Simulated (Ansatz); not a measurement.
Reaction (redistribution): `[SiH3][AlH][PH2]` + `[GaH2][SnH3]` → `[PH2][GaH2]` + `[SiH3][AlH][SnH3]`

Gas-phase electronic energies from Ansatz, PBE0-D4/def2-TZVP geometries. CBS: MP2 limit from def2 TZ/QZ plus the TZ coupled-cluster correction, frozen cores. DFT in def2-TZVPP. HSE06 is defined as in plane-wave codes. def2 core potentials past Kr. For Ga, Sn outer-core shells are correlated without core-valence functions, which leaves a few kJ/mol of doubt a bond. Scalar relativity is left out up to krypton. One conformer a species, not always the lowest.

(1) Is it downhill or uphill in electronic energy at CCSD(T)/CBS, and by how much? (Best estimate.)

(2) What do these levels give: r2SCAN0-D4, HSE06-D4, CAM-B3LYP-D4, B2PLYP, BLYP, HF/def2-SVP, MP2/def2-SVP, CCSD/def2-SVP, MP2/def2-TZVPP, SCS-MP2/def2-TZVPP, HF/CBS(def2), CCSD/CBS(def2)? (Estimate.)

Largest T1 diagnostic among the species: 0.014.

Results:

(1) Ansatz gave: Uphill: ΔE = +9.2 kJ/mol.

(2) Ansatz gave: r2SCAN0-D4 9.3, HSE06-D4 8.7, CAM-B3LYP-D4 10.5, B2PLYP 10.1, BLYP 10.3, HF/def2-SVP 8.6, MP2/def2-SVP 7.7, CCSD/def2-SVP 7.7, MP2/def2-TZVPP 9.4, SCS-MP2/def2-TZVPP 9.6, HF/CBS(def2) 10.7, CCSD/CBS(def2) 9.5 kJ/mol.

Leaving LDA and LC-ωPBE aside and taking each functional with its dispersion term where it has one, the values, not all of them listed here, spread over 3.0 kJ/mol, from PBE-D4 to ωB97M-V.
